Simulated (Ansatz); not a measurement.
Species: C3H9Si (charge -1, singlet). It need not be the lowest isomer of its formula. Whether it binds its extra electron was not tested at this geometry. 
Coordinates optimised at B3LYP-D3(BJ)/def2-TZVP (Ansatz, a first-principles code):
SMILES: C[Si-](C)C
```xyz
13

Si     0.1555    -0.0493     0.6760
C      1.5456    -0.3211    -0.6825
C     -1.1840    -1.2414    -0.1218
C     -0.5595     1.6253    -0.0565
H      2.3627     0.3998    -0.5596
H      1.9878    -1.3211    -0.5989
H      1.1551    -0.2127    -1.7070
H     -0.8939    -2.2927    -0.0070
H     -1.3262    -1.0493    -1.1973
H     -2.1577    -1.1242     0.3689
H     -0.7585     1.5566    -1.1379
H     -1.4984     1.9022     0.4379
H      0.1402     2.4547     0.1013
```
Charge -1, spin multiplicity 1.

Basis-set convergence of Hartree-Fock and CCSD(T) correlation energies (hartree) with Ansatz. Valence correlation only, unless marked. Spin-orbit coupling is left out. No relativistic terms. This anion needs diffuse functions, which these sets lack.

```csv
basis,functions,E(HF),"E(corr, CCSD(T))"
cc-pV(D+d)Z,110,-407.74854,-0.63977
cc-pV(T+d)Z,255,-407.80225,-0.76992
cc-pV(Q+d)Z,499,[?],[?]
```

Task: What belongs in the gaps?

Result: 
- cc-pV(Q+d)Z, E(HF): -407.81596
- cc-pV(Q+d)Z, E(corr, CCSD(T)): -0.80768
